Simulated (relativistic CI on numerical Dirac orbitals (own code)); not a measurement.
## Crystal-field levels of Cd³⁺, 4d9

Calculated by Dirac-Coulomb-Breit CI, orbitals from a KLI potential per configuration, model QED (radiative potential, 1s self-energy scaled to tabulated hydrogen-like ionisation energies), valence Slater integrals scaled by 0.75, one configuration in a parametric crystal field (own radial code).

Field parameters in Wybourne normalisation: D3d B²₀ = −7Dσ, B⁴₀ = −14Dq − 21Dτ, B⁴₃ = −14√(10/7) Dq. The field is a parameter set, without covalency.

S is read from ⟨S²⟩ = S(S + 1).

Levels (cm⁻¹, degeneracy): 0 (2), 125 (2), 10000 (2), 13316 (2), 15712 (2).

Q: Which field gives this pattern?
A. D3d, 10Dq = 29050, Dσ = 970, Dτ = -140 cm⁻¹
B. D3d, 10Dq = 10900, Dσ = 410, Dτ = 290 cm⁻¹
C. D3d, 10Dq = 11250, Dσ = 110, Dτ = -320 cm⁻¹

A: B. D3d, 10Dq = 10900, Dσ = 410, Dτ = 290 cm⁻¹, ground level with S = 0.50.
